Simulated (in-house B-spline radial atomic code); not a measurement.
**Binding energies in Nb⁶⁺**

NIST's tabulated ground configuration is [Ar] 3d10 4s2 4p5; each binding energy is the energy of the ion with one electron taken from that subshell, relaxed, less that of the parent. Method: Dirac-Hartree-Fock, average of configuration, Fermi nucleus of rms radius 4.324 fm. Calculated with a radial B-spline atomic code at the basis-set limit. Energies include first-order Breit, QED and recoil terms.

```
subshell  X-ray name  binding energy (eV)  -ε (eV)  relaxation (eV)
      1s           K              19084.7  19187.6             52.5
      2s          L1                 2803   2832.3             24.6
      3s          M1                568.7    575.8              6.5
   3d3/2          M4                  304    311.4              7.3
   3d5/2          M5                301.2    308.4              7.2
      4s          N1                149.8    150.6              0.7
      4p        N2,3                119.6    120.3              0.6
```

Relaxation = -ε minus the binding energy without Breit, QED and recoil terms.

Problem. What does it cost to remove both a 1s and a 4p electron?

Solution. 19229 eV, which is 24.93 eV more than the two single binding energies together.

Problem. What does it cost to remove two 3d3/2 electrons?

Solution. 650.63 eV, which is 42.67 eV more than the two single binding energies together.

Problem. What does it cost to remove both a 3d3/2 and a 4s electron?

Solution. 478.18 eV, which is 24.42 eV more than the two single binding energies together.
